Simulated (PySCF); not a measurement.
Species: sum formula H$_{4}$BN$_{2}$O (charge 0, doublet). It need not be the lowest isomer of its formula. 
Structure (B3LYP-D3(BJ)/def2-TZVP (Ansatz) minimum search):
```xyz
8

N      1.3412    -0.6311     0.0398
B      0.0271     0.0041     0.0042
N     -1.1715    -0.7220     0.1589
O     -0.0551     1.3534    -0.2691
H      1.5759    -1.0922     0.9198
H     -2.0629    -0.3170    -0.0731
H     -1.2010    -1.7076     0.3466
H      0.8057     1.7413    -0.4526
```
Charge 0, spin multiplicity 2.

Dispersion corrections to the total energy (kcal/mol) from the dftd3 and dftd4 libraries through PySCF: D3(BJ) without and D4 with the three-body term, each with the damping fitted for the functional named.

```
functional      D3(BJ)          D4
----------  ----------  ----------
PW6B95           -1.18       -2.22
B2PLYP           -2.01  (withheld)
B2GP-PLYP        -1.45       -1.02
PBE0             -2.23       -2.07
HF              -22.97  (withheld)
BHLYP            -3.42       -2.72
revPBE      (withheld)       -9.08
```

Task: What belongs in the gaps?

Result: 
- B2PLYP, D4: -1.74
- HF, D4: -10.05
- revPBE, D3(BJ): -7.03
